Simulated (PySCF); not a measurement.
C4H4O, SMILES c1ccoc1.

The structure is a stationary point at B3LYP-D3(BJ)/def2-SVP.

Computed with B3LYP-D3(BJ)/def2-SVP (PySCF).

Frequencies are harmonic and unscaled.

```json
[
 {"mode": "1", "ν (cm⁻¹)": "616", "IR (km/mol)": "0.0", "Raman (Å⁴/amu)": "0.1", "depolarisation": "0.75", "moving atoms (share of kinetic energy)": "C 69 %, H 31 %"},
 {"mode": "2", "ν (cm⁻¹)": "631", "IR (km/mol)": "21.2", "Raman (Å⁴/amu)": "1.9", "depolarisation": "0.75", "moving atoms (share of kinetic energy)": "C 40 %, O 35 %, H 26 %"},
 {"mode": "3", "ν (cm⁻¹)": "744", "IR (km/mol)": "0.0", "Raman (Å⁴/amu)": "1.1", "depolarisation": "0.75", "moving atoms (share of kinetic energy)": "H 74 %, C 26 %"},
 {"mode": "4", "ν (cm⁻¹)": "758", "IR (km/mol)": "80.6", "Raman (Å⁴/amu)": "1.0", "depolarisation": "0.75", "moving atoms (share of kinetic energy)": "H 78 %, C 17 %"},
 {"mode": "5", "ν (cm⁻¹)": "864", "IR (km/mol)": "0.0", "Raman (Å⁴/amu)": "0.0", "depolarisation": "–", "moving atoms (share of kinetic energy)": "H 75 %, C 25 %"},
 {"mode": "6", "ν (cm⁻¹)": "891", "IR (km/mol)": "14.9", "Raman (Å⁴/amu)": "0.2", "depolarisation": "0.59", "moving atoms (share of kinetic energy)": "O 45 %, C 37 %, H 18 %"},
 {"mode": "7", "ν (cm⁻¹)": "894", "IR (km/mol)": "0.2", "Raman (Å⁴/amu)": "3.8", "depolarisation": "0.75", "moving atoms (share of kinetic energy)": "C 86 %, H 9 %"},
 {"mode": "8", "ν (cm⁻¹)": "906", "IR (km/mol)": "0.0", "Raman (Å⁴/amu)": "1.2", "depolarisation": "0.75", "moving atoms (share of kinetic energy)": "H 72 %, C 28 %"},
 {"mode": "9", "ν (cm⁻¹)": "1010", "IR (km/mol)": "37.5", "Raman (Å⁴/amu)": "1.1", "depolarisation": "0.41", "moving atoms (share of kinetic energy)": "H 72 %, C 18 %, O 11 %"},
 {"mode": "10", "ν (cm⁻¹)": "1058", "IR (km/mol)": "3.5", "Raman (Å⁴/amu)": "5.8", "depolarisation": "0.75", "moving atoms (share of kinetic energy)": "H 68 %, C 24 %"},
 {"mode": "11", "ν (cm⁻¹)": "1105", "IR (km/mol)": "15.2", "Raman (Å⁴/amu)": "6.0", "depolarisation": "0.45", "moving atoms (share of kinetic energy)": "C 55 %, H 42 %"},
 {"mode": "12", "ν (cm⁻¹)": "1168", "IR (km/mol)": "2.1", "Raman (Å⁴/amu)": "28.7", "depolarisation": "0.22", "moving atoms (share of kinetic energy)": "C 52 %, H 36 %, O 12 %"},
 {"mode": "13", "ν (cm⁻¹)": "1224", "IR (km/mol)": "17.0", "Raman (Å⁴/amu)": "0.5", "depolarisation": "0.75", "moving atoms (share of kinetic energy)": "O 46 %, C 29 %, H 25 %"},
 {"mode": "14", "ν (cm⁻¹)": "1281", "IR (km/mol)": "0.4", "Raman (Å⁴/amu)": "0.8", "depolarisation": "0.75", "moving atoms (share of kinetic energy)": "H 76 %, C 24 %"},
 {"mode": "15", "ν (cm⁻¹)": "1426", "IR (km/mol)": "2.4", "Raman (Å⁴/amu)": "16.0", "depolarisation": "0.42", "moving atoms (share of kinetic energy)": "C 73 %, H 25 %"},
 {"mode": "16", "ν (cm⁻¹)": "1520", "IR (km/mol)": "19.6", "Raman (Å⁴/amu)": "37.0", "depolarisation": "0.23", "moving atoms (share of kinetic energy)": "C 76 %, H 20 %"},
 {"mode": "17", "ν (cm⁻¹)": "1603", "IR (km/mol)": "0.7", "Raman (Å⁴/amu)": "0.3", "depolarisation": "0.75", "moving atoms (share of kinetic energy)": "C 86 %, H 14 %"},
 {"mode": "18", "ν (cm⁻¹)": "3246", "IR (km/mol)": "1.9", "Raman (Å⁴/amu)": "105.9", "depolarisation": "0.75", "moving atoms (share of kinetic energy)": "H 92 %, C 8 %"},
 {"mode": "19", "ν (cm⁻¹)": "3257", "IR (km/mol)": "0.0", "Raman (Å⁴/amu)": "32.4", "depolarisation": "0.26", "moving atoms (share of kinetic energy)": "H 91 %, C 9 %"},
 {"mode": "20", "ν (cm⁻¹)": "3277", "IR (km/mol)": "0.2", "Raman (Å⁴/amu)": "14.5", "depolarisation": "0.75", "moving atoms (share of kinetic energy)": "H 91 %, C 9 %"},
 {"mode": "21", "ν (cm⁻¹)": "3284", "IR (km/mol)": "0.0", "Raman (Å⁴/amu)": "210.8", "depolarisation": "0.12", "moving atoms (share of kinetic energy)": "H 90 %, C 10 %"}
]
```
